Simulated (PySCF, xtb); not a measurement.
H₅NOSiTe, SMILES N[Te]O[SiH3]. Other conformers were not sampled.

Harmonic wavenumbers (cm⁻¹) from GFN2-xTB (xtb 6.7.1) at its own minimum, in rising order: 40, 103, 124, 193, 203, 405, 503, 608, 639, 681, 740, 796, 823, 859, 918, 1490, 2207, 2253, 2297, 3407, 3443.

Question: What does B3LYP-D3(BJ)/def2-SVP in PySCF give at its own minimum? (The exact figures need the calculation; the answer reports its results.)

Answer: 55, 87, 132, 202, 435, 468, 488, 684, 725, 734, 903, 909, 946, 959, 1000, 1539, 2186, 2206, 2235, 3518, 3629. Paired by order, the mean absolute difference is 77 cm⁻¹ and the zero-point energies are 32.5 and 34.4 kcal/mol.
